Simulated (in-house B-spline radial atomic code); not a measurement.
Checks on a self-consistent run for S⁴⁺, [He] 2s1 2p6 3s2 5p1. Computed with a B-spline radial code for spherical atoms: Dirac-Hartree-Fock, average of configuration, Fermi nucleus of rms radius 3.2611 fm.

```json
{"orbital": "1s1/2", "q": "2", "ε (Eh)": "-96.34998", "<1/r>": "15.6702", "<r²>": "0.0125963", "small-component weight": "0.0032373"}
{"orbital": "2s1/2", "q": "1", "ε (Eh)": "-12.67511", "<1/r>": "3.15262", "<r²>": "0.261051", "small-component weight": "0.00052069"}
{"orbital": "2p1/2", "q": "2", "ε (Eh)": "-10.18341", "<1/r>": "3.05851", "<r²>": "0.22234", "small-component weight": "0.00049655"}
{"orbital": "2p3/2", "q": "4", "ε (Eh)": "-10.13194", "<1/r>": "3.03903", "<r²>": "0.224291", "small-component weight": "0.00049372"}
{"orbital": "3s1/2", "q": "2", "ε (Eh)": "-3.14723", "<1/r>": "1.02431", "<r²>": "2.14929", "small-component weight": "0.00012067"}
{"orbital": "5p1/2", "q": "0.33333", "ε (Eh)": "-0.64865", "<1/r>": "0.250184", "<r²>": "35.5371", "small-component weight": "2.0446e-05"}
{"orbital": "5p3/2", "q": "0.66667", "ε (Eh)": "-0.64786", "<1/r>": "0.249734", "<r²>": "35.6268", "small-component weight": "2.0408e-05"}
```

Electron-electron repulsion V_ee = 110.8193 hartree.

**Question.** What total energy follows from the eigenvalues?

**Answer.** The eigenvalues count the repulsion twice, so E = Σqε - V_ee = -273.212 - 110.819 = -384.032 hartree; the run printed -384.032.

**Question.** Does the Dirac virial theorem hold?

**Answer.** For a point nucleus E = -2c²Σq·w, with w the small-component weight. Here Σq·w = 0.010225 and c = 137.0360, so the ratio E/(-2c²Σq·w) is 1.000002.

**Question.** What diamagnetic shielding (Lamb formula) and susceptibility (Langevin formula) do the radii give?

**Answer.** σ = (α²/3)Σq<1/r> = 55.0647/(3·137.036²) = 977.42 ppm, and χ = -0.79199×10⁻⁶·Σq<r²> = -32.89×10⁻⁶ cm³/mol with Σq<r²> = 41.524 bohr². Both are non-relativistic formulas without the paramagnetism of open shells.
